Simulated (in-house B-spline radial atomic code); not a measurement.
Results of a calculation; reference values are marked as such.
**Extrapolating the RPA correlation energy in partial waves: Pb4+**

All-electron RPA on PBE orbitals from a B-spline radial code for spherical atoms, scalar-relativistic (spin-free one-electron X2C), finite nucleus, configuration [Xe] 4f14 5d10. Without the two-electron picture change, the correlation of inner shells comes somewhat too large for so heavy an element. With empty states up to angular momentum L the sums are:

```
L  E_c(L) (hartree)
5         -6.094577
6         -6.486885
7         -6.700247
8         -6.821699
```

For large l each further wave adds A/(l + 1/2)⁴, because the basis must build the cusp where two electrons meet.

(1) Estimate the limit from L = 7 and L = 8.

(2) How good is the estimate?

Results:

(1) Wave 8 adds -0.121452, against a sum of (l + 1/2)⁻⁴ of 1.91569e-04, so A = -633.99. The sum over l > 8 is ζ(4, 9.5) = 4.5445e-04, close to 1/(3 × 9³) = 4.5725e-04. The tail is -0.288118 and the limit -7.10982 hartree.

(2) A run to L = 11 sums to -6.96669 and extrapolates to -7.06272 hartree, 10.33 millihartree from the run before, so it has not settled and is itself too deep. The estimate differs from that by -47.09 millihartree, while the bare sum at L = 8 misses 241.0 millihartree (3.4 %).
